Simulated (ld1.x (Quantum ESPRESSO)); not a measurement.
**Before and after: TM potential for potassium (K)**

| Quantity | Value |
| --- | --- |
| Element | K (Z = 19) |
| Generator | ld1.x (Quantum ESPRESSO) 7.5 |
| Type | norm-conserving Troullier–Martins (Kleinman–Bylander form) |
| Functional | PBEsol |
| Relativity | scalar-relativistic |
| Frozen core | [Ne] |
| Valence charge | 9 |
| Reference configuration | 3s2 3p6 3d0 4s0 4p0 (charge +1) |
| Partial waves | 3s (bound): rc 1.75 bohr; 3p (bound): rc 2.10 bohr; 3d (bound, empty): rc 2.35 bohr |
| Local potential | all-electron potential smoothed inside 1.40 bohr (lloc = -1) |
| Core correction | none |

Change: wave 3s (bound): rc 1.75 bohr becomes 3s (bound): rc 2.04 bohr.

Cutoffs: the cutoffs (Ry, on a coarse ladder) from which the occupation-weighted sum of valence levels, in a spherical-Bessel basis at the reference potential, stays within 10 and 1 mRy of its value at 400 Ry; they do not see the model core or the augmentation charge, which bear on the density cutoff. Errors are all-electron minus pseudo energies relative to the spin-unpolarised reference configuration.

Q: What does the change do?

A: The potential gets softer (30 Ry and 55 Ry → 25 Ry and 45 Ry); of the 7 tests that both files solve, the error grows in 5 and shrinks in 0 by more than 15 % and 0.3 meV (median size 36.4 → 65.0 meV); neither file shows a bound ghost. A larger radius leaves more room for a smooth pseudo-wave, so fewer plane waves are needed. More of the atom is replaced by a form fitted at one configuration, so other configurations suffer.

```csv
quantity,base,changed
"cutoff, loose",30 Ry,25 Ry
"cutoff, tight",55 Ry,45 Ry
loose cutoff by channel (10 mRy a level),"s 21 Ry, p 21 Ry","s 15 Ry, p 21 Ry"
bound ghosts,none,none
"error for 3s2 3p6 3d0 4s1 4p0, meV [ΔE -4.22 eV]",+52,+92
"error for 3s2 3p6 3d0 4s0.5 4p0, meV [ΔE -2.60 eV]",+36,+65
"error for 3s2 3p6 3d0 4s0 4p1, meV [ΔE -2.70 eV]",+1.8,+1.8
"error for 3s2 3p5 3d0 4s1 4p0, meV [ΔE 20.68 eV]",+213,+373
"error for 3s1 3p6 3d0 4s1 4p0, meV [ΔE 37.68 eV]",+187,+313
"error for 3s2 3p6 3d0.5 4s0.5 4p0, meV [ΔE -3.01 eV]",+30,+54
"error for 3s2 3p6 3d1 4s0 4p0, meV [ΔE -1.81 eV]",-0.2,-0.2
s: phases at 2.55 bohr within 0.05 rad from the reference energy up to (Ry; the scan ends near 5),-0.3,-0.5
p: phases at 2.55 bohr within 0.05 rad from the reference energy up to (Ry; the scan ends near 5),1.1,1.1
d: phases at 2.55 bohr within 0.05 rad from the reference energy up to (Ry; the scan ends near 5),1.6,1.6
```
